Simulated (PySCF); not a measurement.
Isomers of [C6H13NP]+ (charge +1), from PBE0-D3(BJ)/def2-SVP geometry optimisation, gas phase (PySCF). One conformer each, no zero-point energy, no frequencies.

Question: Which is lowest in electronic energy at this level?
A. `[CH3:1][CH2:2][P+:3]1([N:4]([CH3:5])[CH3:6])[CH:7]=[CH:8]1` (charge +1) with C1–C2–P3–N4 -172°, C2–P3–N4–C5 -30°: A = 2570, B = 1404, C = 1003 MHz, dipole 0.56 D
B. `[CH3:1][NH:2][P+:3]1([CH3:4])[CH2:5][CH:6]=[CH:7][CH2:8]1` (charge +1) with C1–N2–P3–C4 -54°, N2–P3–C5–C6 -100°, P3–C5–C6–C7 -14°, C6–C7–C8–P3 14°, N2–P3–C8–C7 93°: A = 2653, B = 1331, C = 1233 MHz, dipole 1.23 D
C. `[CH3:1][CH2:2][CH2:3][CH2:4][PH2+:5][CH2:6][C:7]#[N:8]` (charge +1) with C1–C2–C3–C4 175°, C2–C3–C4–P5 56°, C3–C4–P5–C6 166°, C4–P5–C6–C7 179°: A = 4965, B = 587.7, C = 542.5 MHz, dipole 3.87 D

Answer: B. That is `CN[P+]1(C)CC=CC1`, 40.2 kcal/mol below the next.

| SMILES | mapped SMILES | E (Eh) | relative (kcal/mol) | relative (kJ/mol) | dipole about centre of mass (D) |
| --- | --- | --- | --- | --- | --- |
| CN[P+]1(C)CC=CC1 | [CH3:1][NH:2][P+:3]1([CH3:4])[CH2:5][CH:6]=[CH:7][CH2:8]1 | -631.56908 | 0.0 | 0.0 | 1.23 |
| CCCC[PH2+]CC#N | [CH3:1][CH2:2][CH2:3][CH2:4][PH2+:5][CH2:6][C:7]#[N:8] | -631.50509 | 40.2 | 168.0 | 3.87 |
| CC[P+]1(N(C)C)C=C1 | [CH3:1][CH2:2][P+:3]1([N:4]([CH3:5])[CH3:6])[CH:7]=[CH:8]1 | -631.48491 | 52.8 | 221.0 | 0.56 |

As drawn, the lowest has an N–H bond, which the highest lacks; the highest has a three-membered ring, which the lowest lacks.
